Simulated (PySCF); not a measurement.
## How methods differ on the excitation energy of Zr⁺

Zr⁺ [Kr] 4d2 5s1 (4F) → Zr⁺ [Kr] 4d1 5s1 6s1 (4D), as a difference of total energies. All numbers are calculated (PySCF 2.14, a scalar-relativistic core potential, in aug-cc-pwCVDZ-PP with ECP28MDF). Correlated levels: valence and next inner shell: nothing frozen outside the core potential. The calculations carry no spin-orbit coupling.

| method | excitation energy (eV) |
| --- | --- |
| UHF | 8.859 |
| MP2 (valence and next inner shell) | 8.985 |
| SCS-MP2 (valence and next inner shell) | 8.965 |
| CCSD (valence and next inner shell) | 8.959 |
| CCSD(T) (valence and next inner shell) | 8.867 |

The promoted electron is Rydberg-like, and one or two diffuse shells describe it only roughly, which tends to raise the upper state.

The coupled-cluster amplitudes are large for the upper state (T1 above 0.03 or a double amplitude above 0.15), so a single reference is strained.
